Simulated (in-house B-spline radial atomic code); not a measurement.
Tc. Computed with a B-spline radial atomic code. Model: non-relativistic spherical atom: semilocal Troullier-Martins pseudo-atom, one channel per l, against all electrons, high spin, G0W0 and RPA with empty states to l = 8, local potential for every l without a channel, a model core (radius 0 = none) keeps its share of the functional.

Without relativity these are model numbers for so heavy an element.

What the tables leave out is listed at the end.

The pseudopotential gives back the lowest level of each angular momentum of its own functional in the configuration it was made in; a second state of the same l is only approximately right. Exact exchange, RPA and GW see the smooth pseudo-orbitals and miss the exchange with the core, for which the functional's share stands in. The column with an uncorrelated core keeps all orbitals and exact exchange, and so separates missing core correlation from pseudisation. Only the three outermost levels and the lowest empty one were computed. RPA here is direct RPA, with no exchange kernel, and its energies carry an (l + 1/2)⁻⁴ tail. A hybrid on a potential with a model core restores only its own semilocal share of the core's exchange.

Command:
```bash
python run_psgw.py task.json out
```
Settings (lengths in bohr, energies in hartree):
```
Z                      43
electrons              43
configuration          [Kr] 4d5 5s2
generated_in           [Kr] 4d5 5s2
functional             pbe,pbe
core_shells            6
radius_factor          1
core_correction        True
ion_configuration      [Kr] 4d5 5s1
```

Time taken, with all properties: 80 s on 1 thread of Arm Neoverse N1, on a shared host.

Given: made with PBE; model core radius 0.713 bohr; local radius 1.022 bohr; mean-field start PBE0.

Valence shells of the generating configuration: 4s, 4p, 4d, 5s.

Channel: s 0.982, p 1.03, d 1.248 (radii in bohr).

Computed: largest level miss in the spin-unpolarised generating configuration 0.072 eV; valence RPA correlation energy all-electron orbitals -0.79845 hartree; valence RPA correlation energy pseudo -0.83636 hartree; all-electron RPA polarisability, core included 60.738 bohr³; ionisation by mean-field pseudo minus all 0.041 eV; ionisation by RPA all-electron 7.0238 eV; ionisation by RPA pseudo minus all 0.034 eV.

```csv
level,occupied,mean-field all-electron (eV),mean-field pseudo minus all (eV),G0W0 all-electron (eV),G0W0 uncorrelated core minus all (eV),G0W0 pseudo minus all (eV),exchange self-energy all-electron (eV),exchange self-energy pseudo (eV)
5s down,1,-4.6692,-0.034,-6.9081,0.023,-0.038,-7.9152,-7.4486
5s up,1,-5.8698,-0.044,-8.1747,0.029,-0.039,-10.584,-9.9478
4d down (empty),0,-3.263,-0.074,-1.139,0.062,-0.114,-9.4781,-7.029
```

(1) What is the pseudo-atom RPA polarisability?

(2) What is the ionisation by mean-field all-electron?

Results:

(1) 60.205 bohr³.

(2) 6.4799 eV.

Among the listed levels the largest G0W0 shift of the pseudo-atom is -0.11 eV, for 4d down (empty) on the PBE0 start, while leaving the core uncorrelated moves that level by +0.06 eV. The rest, -0.18 eV, comes from pseudisation and the lost core exchange. Not in the tables (levels of low weight, unsolved or above zero; the highest and the empty levels are kept at any weight): the PBE start was refused, since an empty level lay at or below an occupied one; on PBE0 the G0W0 levels 4d up (pseudo minus all -0.17 eV, weights 0.63 and 0.67); no Hartree-Fock pseudo-atom is run with a model core.
